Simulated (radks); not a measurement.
Spherical jellium clusters: N electrons in a uniform positive sphere of charge N and radius rs N^(1/3), rs = 2.48 bohr. Level of theory: non-relativistic Kohn-Sham, LDA (Slater exchange, Perdew-Wang correlation), spin-polarised, spherical densities (a radial shooting solver with Libxc functionals). Levels are named by radial order and angular momentum (1s, 1p, 1d, 2s, ...), and open shells are averaged over m. Each electron was tried in the lowest free levels, single moves between levels near the top were tried too, and the lowest total energy was kept; such a search can miss a lower state. Energies include the self-energy of the background; IP and EA are vertical (highest electron removed, lowest free level filled), at fixed background; spill-out counts the electrons outside the background radius R, and alpha is the static dipole polarisability from linear response (closed shells only). A dash means not computed or, for alpha, an open shell; in EA it means that no bound solution was reached, which is typical of self-interaction and does not show that the anion is unstable. Real open-shell clusters deform, which this model forbids.

N	open shells	2S	E/N (eV)	E(N+1) + E(N-1) - 2E(N) (eV)	-e(HOMO) (eV)
1	1s(up 1, down 0)	1	-0.380	-	3.952
2	none	0	-1.170	2.289	4.577
3	1p(up 1, down 0)	1	-0.670	-0.972	2.389
4	1p(up 2, down 0)	2	-0.663	-0.877	3.308
5	1p(up 3, down 0)	3	-0.834	0.337	3.950
6	1p(up 3, down 1)	2	-0.892	-0.722	3.608
7	1p(up 3, down 2)	1	-1.036	-0.553	4.166
8	none	0	-1.214	2.691	4.579
9	1d(up 1, down 0)	1	-1.053	-0.460	2.072
10	1d(up 2, down 0)	2	-0.970	-0.434	2.577
11	1d(up 3, down 0)	3	-0.942	-0.396	2.990
12	1d(up 4, down 0)	4	-0.952	-0.356	3.337
13	1d(up 5, down 0)	5	-0.987	0.357	3.633
14	1d(up 5, down 0) 2s(up 1, down 0)	6	-0.992	-0.087	3.358
15	1d(up 5, down 2)	3	-1.002	-0.457	3.483
16	1d(up 5, down 3)	2	-1.039	-0.283	3.758
17	1d(up 5, down 4)	1	-1.089	-0.252	3.996
18	none	0	-1.147	0.247	4.205
19	2s(up 1, down 0)	1	-1.186	0.215	3.969
20	none	0	-1.210	1.606	3.839
21	1f(up 1, down 0)	1	-1.156	-0.252	2.325
22	1f(up 2, down 0)	2	-1.118	-0.238	2.573
23	1f(up 3, down 0)	3	-1.093	-0.223	2.797
24	1f(up 4, down 0)	4	-1.080	-0.209	2.999
25	1f(up 5, down 0)	5	-1.076	-0.196	3.182
26	1f(up 6, down 0)	6	-1.081	-0.184	3.351
27	1f(up 7, down 0)	7	-1.091	0.467	3.506
28	1f(up 7, down 1)	6	-1.084	-0.196	3.046
29	1f(up 7, down 2)	5	-1.085	-0.183	3.225
30	1f(up 7, down 3)	4	-1.091	-0.170	3.390
31	1f(up 7, down 4)	3	-1.103	-0.160	3.540
32	1f(up 7, down 5)	2	-1.119	-0.149	3.680
33	1f(up 7, down 6)	1	-1.138	-0.140	3.809
34	none	0	-1.161	0.534	3.929
35	2p(up 1, down 0)	1	-1.166	-0.079	3.434
36	2p(up 2, down 0)	2	-1.174	-0.069	3.565
37	2p(up 3, down 0)	3	-1.183	0.285	3.681
38	2p(up 3, down 1)	2	-1.184	-0.075	3.474
39	2p(up 3, down 2)	1	-1.188	-0.066	3.606
40	none	0	-1.192	0.933	3.724
41	1g(up 1, down 0)	1	-1.174	-	2.809

All shells are closed at N = 2, 8, 18, 20, 34, 40 (there: 1s2 1p6 1d10 2s2 1f14 2p6); the second difference of the energy has clear peaks (12 % above both neighbours; the first and last values, which can be the largest, are not judged, and half-filled shells can peak too) at N = 5, 8, 13, 18, 20, 27, 34, 37.
